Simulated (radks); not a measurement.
The numbers below are computed, except where a source is named.
All-electron atom: the zinc ion Zn2+ in [Ar] 3d10. Level of theory: Dirac Kohn-Sham, PBE, spin-unpolarised, spherical densities, finite nucleus; Fermi nuclear charge, rms radius 3.9283 fm (a radial shooting solver on a logarithmic mesh with Libxc functionals).

Radial electron density D(r) = 4 pi r^2 rho(r):

| r (bohr) | D(r) (e/bohr) |
|---|---|
| 0.004413 | 3.879 |
| 0.004976 | 4.740 |
| 0.00561 | 5.767 |
| 0.006326 | 6.982 |
| 0.007132 | 8.408 |
| 0.008042 | 10.06 |
| 0.00914 | 12.10 |
| 0.01031 | 14.26 |
| 0.01162 | 16.66 |
| 0.0131 | 19.28 |
| 0.01477 | 22.06 |
| 0.01665 | 24.93 |
| 0.01878 | 27.78 |
| 0.02117 | 30.49 |
| 0.02387 | 32.90 |
| 0.02713 | 34.95 |
| 0.03059 | 36.23 |
| 0.03449 | 36.75 |
| 0.03889 | 36.48 |
| 0.04384 | 35.47 |
| 0.04943 | 33.90 |
| 0.05574 | 32.08 |
| 0.06284 | 30.44 |
| 0.07085 | 29.42 |
| 0.08053 | 29.46 |
| 0.0908 | 30.77 |
| 0.1024 | 33.20 |
| 0.1154 | 36.32 |
| 0.1301 | 39.39 |
| 0.1467 | 41.51 |
| 0.1654 | 41.89 |
| 0.1865 | 40.08 |
| 0.2103 | 36.23 |
| 0.239 | 30.71 |
| 0.2695 | 25.49 |
| 0.3039 | 21.49 |
| 0.3426 | 19.53 |
| 0.3863 | 19.72 |
| 0.4356 | 21.41 |
| 0.4911 | 23.42 |
| 0.5537 | 24.60 |
| 0.6243 | 24.21 |
| 0.7096 | 21.94 |
| 0.8 | 18.54 |
| 0.902 | 14.63 |
| 1.017 | 10.84 |
| 1.147 | 7.607 |
| 1.293 | 5.095 |
| 1.458 | 3.279 |
| 1.644 | 2.034 |
| 1.853 | 1.213 |
| 2.106 | 0.6631 |
| 2.375 | 0.3532 |
| 2.677 | 0.1737 |
| 3.019 | 0.07728 |
| 3.404 | 0.03046 |

D(r) has 3 maxima, at r = 0.0350, 0.159, 0.572 bohr, and minima at 0.0755, 0.359 bohr, inside which lie 2.11, 10.91 electrons.
